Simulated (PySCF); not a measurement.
# Polarisability and C₆ of Cd²⁺ (cadmium, charge +2)

[Kr] 4d10, closed-shell 1S. All numbers are calculated (PySCF 2.14, scalar relativity by spin-free X2C-1e, in x2c-TZVPPall with one added diffuse shell each of s, p, d, f type (9s7p7d3f1g, 95 functions)). Coupled (time-dependent) response in atomic units; α is the mean over directions.

```json
{"method": "UHF", "mean α (bohr³)": "4.921", "C₆ (like pair)": "24.54", "S(−4)": "4.551"}
{"method": "PBE", "mean α (bohr³)": "5.610", "C₆ (like pair)": "28.42", "S(−4)": "6.885"}
{"method": "PBE0", "mean α (bohr³)": "5.364", "C₆ (like pair)": "27.03", "S(−4)": "5.969"}
{"method": "TPSSh", "mean α (bohr³)": "5.456", "C₆ (like pair)": "27.61", "S(−4)": "6.287"}
{"method": "BP86", "mean α (bohr³)": "5.631", "C₆ (like pair)": "28.57", "S(−4)": "6.878"}
```

S(−4) is the Cauchy moment in α(ω) = α(0) + S(−4) ω² + …

α(iu) at TPSSh:

```
u (hartree)  α(iu) (bohr³)
          0          5.456
     0.0500          5.441
      0.100          5.395
      0.200          5.224
      0.300          4.977
      0.500          4.393
      0.750          3.697
       1.00          3.118
       1.50          2.275
       2.00          1.720
       3.00          1.069
       5.00         0.5129
```

For an ion, C₆ is the dispersion term alone; charge-induced terms of lower order in 1/R come first.
